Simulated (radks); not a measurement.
Problem. These are the eigenvalues of the occupied orbitals of an atom or ion with whole-number occupations (eV). Method: scalar-relativistic Kohn-Sham, PBE, spin-polarised, spherical densities, finite nucleus; Fermi nuclear charge, rms radius of each element as measured or else 0.836 A^(1/3) + 0.57 fm; computed with a radial shooting solver on a logarithmic mesh with Libxc functionals.

| orbital | eigenvalue |
|---|---|
| 1s down | -6488.252 |
| 1s up | -6488.238 |
| 2s up | -804.5591 |
| 2s down | -802.8752 |
| 2p up | -690.5235 |
| 2p down | -689.2431 |
| 3s up | -144.1028 |
| 3s down | -140.1686 |
| 3p up | -112.2145 |
| 3p down | -108.3587 |
| 3d up | -62.2553 |

Which element is it, and in what charge state? The configuration may be excited. Open shells, if any, are filled with parallel spins first.

Solution. Z = 25, manganese, charge +4: Mn4+ in [Ar] 3d3. The list shows which subshells hold electrons but not how many an open one holds; the 1s level, -238.44 hartree, gives Z - s = 21.8 by -(Z - s)^2/2, which with screening and relativity narrows Z to a few neighbours, and the depths of the outer levels then fix element, charge and occupations together.
